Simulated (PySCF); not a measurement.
C₃H₈Si₂, SMILES C=C1C[SiH2][SiH2]1.

Geometry: TPSSh-D3(BJ)/def2-SVP. This is a generated structure with no PubChem entry under its InChIKey; it may be hypothetical.

These are TPSSh-D3(BJ)/def2-SVP (PySCF) values and carry that method's errors.

Frequencies are harmonic and unscaled.

Computed normal modes with their intensities:
| mode | ν (cm⁻¹) | IR (km/mol) | moving atoms (share of kinetic energy) |
|---|---|---|---|
| 1 | 90 | 0.6 | C 46 %, H 33 %, Si 21 % |
| 2 | 248 | 0.3 | C 48 %, H 45 % |
| 3 | 312 | 1.4 | H 41 %, Si 34 %, C 26 % |
| 4 | 351 | 12.0 | H 71 %, C 25 % |
| 5 | 417 | 3.0 | Si 58 %, H 36 % |
| 6 | 438 | 5.9 | H 40 %, Si 36 %, C 24 % |
| 7 | 500 | 2.2 | H 59 %, Si 24 %, C 17 % |
| 8 | 591 | 7.9 | H 64 %, C 21 %, Si 15 % |
| 9 | 620 | 2.0 | H 72 %, C 15 %, Si 13 % |
| 10 | 627 | 12.2 | H 44 %, C 35 %, Si 21 % |
| 11 | 659 | 39.1 | H 74 %, C 20 % |
| 12 | 693 | 46.1 | H 85 %, Si 8 % |
| 13 | 714 | 75.9 | H 59 %, C 28 %, Si 12 % |
| 14 | 779 | 91.9 | H 77 %, Si 14 %, C 9 % |
| 15 | 833 | 45.7 | H 67 %, C 28 % |
| 16 | 914 | 36.4 | C 50 %, H 50 % |
| 17 | 939 | 31.7 | H 73 %, C 27 % |
| 18 | 943 | 111.0 | H 91 % |
| 19 | 947 | 87.2 | H 94 % |
| 20 | 1070 | 4.1 | H 81 %, C 18 % |
| 21 | 1118 | 4.3 | H 69 %, C 31 % |
| 22 | 1177 | 1.6 | C 55 %, H 45 % |
| 23 | 1414 | 6.0 | H 91 %, C 9 % |
| 24 | 1437 | 3.5 | H 85 %, C 15 % |
| 25 | 1683 | 0.5 | C 89 %, H 11 % |
| 26 | 2227 | 108.6 | H 97 % |
| 27 | 2238 | 137.0 | H 98 % |
| 28 | 2249 | 54.9 | H 96 % |
| 29 | 2254 | 164.6 | H 96 % |
| 30 | 3013 | 10.9 | H 94 % |
| 31 | 3093 | 9.8 | H 91 %, C 9 % |
| 32 | 3112 | 19.9 | H 95 % |
| 33 | 3209 | 8.1 | H 90 %, C 10 % |
